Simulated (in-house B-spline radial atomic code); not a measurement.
## LDA exchange-only excitations of Al11+

Method: LDA exchange-only. Computed with a B-spline radial code for spherical atoms: linear response of the closed shell 1s2 with the functional's adiabatic kernel; non-relativistic, point nucleus, no spin-orbit coupling, no double excitations, S, P, D and F terms only.

Command:
```bash
python run_td.py task.json out
```
Settings (radii: box in bohr, nucleus in fm):
```
Z                        13
electrons                2
configuration            1s2
hamiltonian              nr
method                   lda,
box_radius               9.07
intervals                47
```

Time taken, with all properties: 1 thread of Intel(R) Xeon(R) Platinum 8559C (Emerald Rapids), with other jobs on the host.

The lowest states, in the order of their Tamm-Dancoff energies; the method's threshold (minus the highest occupied level) is 1991.66 eV. Labels give the largest channel, * marks a mixed state, and oscillator strengths are full-response dipole values. Semilocal kernels can invert the small singlet-triplet splittings of Rydberg terms. Energies in eV:

```
     state  full response  Tamm-Dancoff  oscillator strength
1s → 2s 3S        1536.46       1536.48                    -
1s → 2s 1S              ?             ?                    -
1s → 2p 3P        1551.54       1551.57                    -
1s → 2p 1P        1561.23       1561.27                0.707
1s → 3s 3S        1797.07       1797.07                    -
1s → 3s 1S        1800.44       1800.47                    -
1s → 3p 3P        1801.86       1801.86                    -
1s → 3p 1P        1804.35       1804.36                 0.14
1s → 3d 3D        1806.68       1806.68                    -
1s → 3d 1D              ?             ?                    -
```

Task: Where does 1s → 3d 1D lie?

Result: At 1806.78 eV in full response, 1806.78 eV in Tamm-Dancoff.

Task: Where does 1s → 2s 1S lie?

Result: At 1549.80 eV in full response, 1549.91 eV in Tamm-Dancoff.

Task: How large is the singlet-triplet splitting of 1s → 2s (S terms) in Tamm-Dancoff?

Result: 13.4 eV, from the unrounded values.

Task: What polarisabilities and dispersion coefficient does the method give?

Result: Dipole 0.000362 bohr³, quadrupole 8.086e-06 bohr⁵, C6 6.569e-06 hartree·bohr⁶ for two such species.
